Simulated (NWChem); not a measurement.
System: PbCl$_{2}$, singlet; SMILES [Pb]([Cl])[Cl]

All runs: NWChem. Low-valent species are run as closed-shell singlets; no triplet was tried in these runs. Coordinates come from a PBE0/def2-SVP optimisation. def2 effective core potentials on Pb; no spin-orbit coupling. Vertical excitations in the gas phase.

Estimate the computed values for PBE0/def2-SVP, TDA. Quantities: lowest excitation, singlet (eV); lowest state with f > 0.02, singlet (eV); oscillator strength of that bright state; orbital gap (eV).


```
Property                                  Value
----------------------------------------  -----
lowest excitation, singlet (eV)            3.74
lowest state with f > 0.02, singlet (eV)   4.46
oscillator strength of that bright state  0.025
orbital gap (eV)                           4.92
```
